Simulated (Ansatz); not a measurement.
Isolated molecules relaxed with PBE0-D4/def2-TZVP in Ansatz; ΔE leaves out vibrations. CCSD(T)/CBS adds triple-zeta CCSD(T) − MP2 to the extrapolated MP2 energy (def2 sets, frozen cores). Functionals use def2-TZVPP. B3LYP here is the variant with VWN-RPA as its local correlation; programs differ in this. One conformer a species, not always the lowest.

Consider the isomerisation: `CB(C)[SiH2]F` → `BC(C)(F)[SiH3]`.

Is it downhill or uphill in electronic energy at CCSD(T)/CBS, and by how much? (Estimate.)

Ansatz gave: Uphill: ΔE = +262.2 kJ/mol.

What do these levels give: r2SCAN-D4, B3LYP-D4, ωB97X-V, HF/def2-SVP, MP2/def2-SVP, CCSD/CBS(def2)? (Best estimate.)

The calculation gave: r2SCAN-D4 256.2, B3LYP-D4 256.2, ωB97X-V 253.6, HF/def2-SVP 260.9, MP2/def2-SVP 249.5, CCSD/CBS(def2) 267.7 kJ/mol.

Largest T1 diagnostic among the species: 0.013.

From PBE to PBE0 (25 % exact exchange), in def2-TZVPP and without D4, ΔE moves by +8.8 kJ/mol. In def2-TZVPP, CCSD(T) changes the Hartree–Fock value by −18.4 kJ/mol (the triples alone add −5.5 kJ/mol) and MP2 by −11.5 kJ/mol. At CCSD(T), def2-SVP lies −22.9 kJ/mol from the extrapolated value and def2-TZVPP −4.3 kJ/mol.
